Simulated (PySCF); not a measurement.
# Indirect couplings

Molfile (atoms numbered from 1):
```
C4H3FSe
     RDKit          3D

  9  9  0  0  0  0  0  0  0  0999 V2000
   -1.6527   -1.4726    0.0298 F   0  0  0  0  0  0  0  0  0  0  0  0
   -0.7857   -0.4657    0.0401 C   0  0  0  0  0  0  0  0  0  0  0  0
    0.6176   -0.7157    0.0997 C   0  0  0  0  0  0  0  0  0  0  0  0
    1.3685    0.4230    0.1030 C   0  0  0  0  0  0  0  0  0  0  0  0
    0.3168    1.9490    0.0278 Se  0  0  0  0  0  2  0  0  0  0  0  0
   -1.1691    0.8420   -0.0043 C   0  0  0  0  0  0  0  0  0  0  0  0
    1.0299   -1.7251    0.1381 H   0  0  0  0  0  0  0  0  0  0  0  0
    2.4547    0.4950    0.1423 H   0  0  0  0  0  0  0  0  0  0  0  0
   -2.1880    1.2210   -0.0516 H   0  0  0  0  0  0  0  0  0  0  0  0
  1  2  1  0
  2  3  1  0
  3  4  2  0
  4  5  1  0
  5  6  1  0
  6  2  2  0
  3  7  1  0
  4  8  1  0
  6  9  1  0
M  END
```

Couplings: B3LYP/pcJ-1 (pcSseg-1 on Se) in PySCF 2.14.0 with density-fitted response routines, geometry PBE0-D3(BJ)/def2-SVP; gas phase, one conformer, non-relativistic. Couplings are averaged over pairs made equivalent by symmetry, fast rotation or ring inversion, so a value needn't be that of the named pair in this geometry, while other rotamers aren't included; one pair stands for each set, and the list holds a selection of those of at least 0.8 Hz over up to four bonds. One-bond C–F couplings come out tens of Hz too large with common functionals.

Isotopes: $^{19}$F, $^{13}$C, $^{1}$H.

| pair | bonds | J (Hz) |
| --- | --- | --- |
| F1, C2 | 1 | -329.0 |
| C2, C3 | 1 | 79.4 |
| C2, C6 | 1 | 92.1 |
| C3, C4 | 1 | 76.8 |
| C3, H7 | 1 | 178.6 |
| C4, H8 | 1 | 201.1 |
| C6, H9 | 1 | 200.2 |
| F1, C3 | 2 | 28.1 |
| F1, C6 | 2 | 17.2 |
| C2, C4 | 2 | ? |
| C2, H9 | 2 | ? |
| C3, C6 | 2 | ? |
| C3, H8 | 2 | 4.4 |
| C4, C6 | 2 | 4.1 |
| C4, H7 | 2 | 5.9 |
| F1, H7 | 3 | ? |
| F1, H9 | 3 | 3.5 |
| C2, H8 | 3 | 14.2 |
| C3, H9 | 3 | ? |
| C4, H9 | 3 | ? |
| C6, H7 | 3 | ? |
| C6, H8 | 3 | 2.0 |
| H7, H8 | 3 | ? |
| F1, H8 | 4 | 2.9 |
| H7, H9 | 4 | 1.3 |
| H8, H9 | 4 | 2.6 |

Q: Estimate the withheld couplings, with signs.

A: 
- $^{2}J$(C2,C4) = 9.7 Hz (angle at C3 113°)
- $^{2}J$(C2,H9) = -1.5 Hz (angle at C6 127°)
- $^{2}J$(C3,C6) = 13.1 Hz (angle at C2 116°)
- $^{3}J$(F1,H7) = 0.9 Hz (dihedral angle 0°)
- $^{3}J$(C3,H9) = 7.3 Hz (dihedral angle 180°)
- $^{3}J$(C4,H9) = 5.7 Hz (dihedral angle 180°)
- $^{3}J$(C6,H7) = 7.1 Hz (dihedral angle 180°)
- $^{3}J$(H7,H8) = 6.9 Hz (dihedral angle 0°)

Relativistic effects of the heavier atoms present are left out.
